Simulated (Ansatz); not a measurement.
GeH4 (SMILES [GeH4]) moved off its minimum; all values from Ansatz (a quantum-chemistry and plane-wave program), cores frozen in correlated methods.
(charge 0, multiplicity 1)
```xyz
5

Ge     0.03157     0.01421     0.02999
H     -0.62872    -0.90127    -1.06766
H      0.55947    -0.88934     1.13030
H     -1.07616     0.93937     0.57471
H      1.14240     0.80611    -0.62758
```

Forces at B3LYP/def2-TZVPP (eV/Å):

```json
[
 {"atom": "Ge1", "Fx": "-0.832", "Fy": "-0.435", "Fz": "-0.558"},
 {"atom": "H2", "Fx": "0.250", "Fy": "0.321", "Fz": "0.381"},
 {"atom": "H3", "Fx": "0.145", "Fy": "-0.081", "Fz": "0.228"},
 {"atom": "H4", "Fx": "0.177", "Fy": "-0.021", "Fz": "0.001"},
 {"atom": "H5", "Fx": "0.260", "Fy": "0.216", "Fz": "-0.052"}
]
```

Problem. Give the forces (eV/Å), the total energy and the dipole at CCSD(T)/aug-cc-pVTZ.

Solution. 
| atom | Fx | Fy | Fz |
|---|---|---|---|
| Ge1 | -0.861 | -0.446 | -0.576 |
| H2 | 0.206 | 0.259 | 0.306 |
| H3 | 0.197 | -0.163 | 0.334 |
| H4 | 0.088 | 0.057 | 0.048 |
| H5 | 0.370 | 0.294 | -0.113 |
Energy -2077.8904 hartree, dipole 0.22 D.
